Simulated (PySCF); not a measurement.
## How the functional moves excitation energies

H9NOSi3.
SMILES: `N[SiH2][SiH2]O[SiH3]`

Linear-response calculations in the def2-SVPD basis (PySCF; singlets by full response, triplets Tamm–Dancoff, core orbitals frozen in the response; HF means time-dependent Hartree–Fock). 'Strongest' is the level of largest summed f among the singlets computed (10 roots, of which the last may lack a degenerate partner); it can jump between rows when another state enters that window. S1 is the lowest singlet of each run and needn't be the same state throughout; f(S1) is that of one state. Geometry: PBE0-D3(BJ)/def2-SVP, one conformer, isolated molecule.

```csv
functional,kind,S1 (eV),f(S1),strongest (eV),T1 (eV),HOMO (eV),gap (eV),"ionisation energy, ΔSCF (eV)"
LDA,LDA,4.50,0.002,5.95,4.33,-6.12,4.42,8.82
PBE,GGA,4.63,0.002,6.01,4.42,-6.03,4.56,8.74
B3LYP,"global hybrid, 20% exact exchange",5.32,0.003,6.88,5.00,-7.13,6.31,9.17
PBE0,"global hybrid, 25% exact exchange",5.42,0.003,7.11,5.02,-7.34,6.70,9.20
BHandHLYP,"global hybrid, 50% exact exchange",5.99,0.006,7.78,5.51,-8.54,8.74,9.45
CAM-B3LYP,range-separated hybrid,5.72,0.005,7.50,5.30,-8.69,9.02,9.45
wB97X-D,range-separated hybrid,5.77,0.005,7.68,5.38,-9.20,10.30,9.41
LC-wPBE,range-separated hybrid,6.13,0.007,8.14,5.50,-10.00,11.47,9.67
HF,Hartree–Fock,6.80,0.017,8.75,5.92,-10.35,12.54,not settled
```

S1 runs from 4.50 eV (LDA) to 6.80 eV (HF), a spread of 2.30 eV, while the orbital gap spreads over 8.1 eV. Along PBE (0%), B3LYP (20%), PBE0 (25%), BHandHLYP (50%), HF (100%) S1 rises with the share of exact exchange. −ε(HOMO) comes closest to its own ΔSCF ionisation energy with wB97X-D (-0.21 eV) and misses most with PBE (-2.70 eV). 'Not settled' means that the ion's SCF failed to converge or may have ended in another state than the lowest.

Without π bonds the low states are Rydberg-like; a valence basis with one diffuse set may place them up to an eV too high.
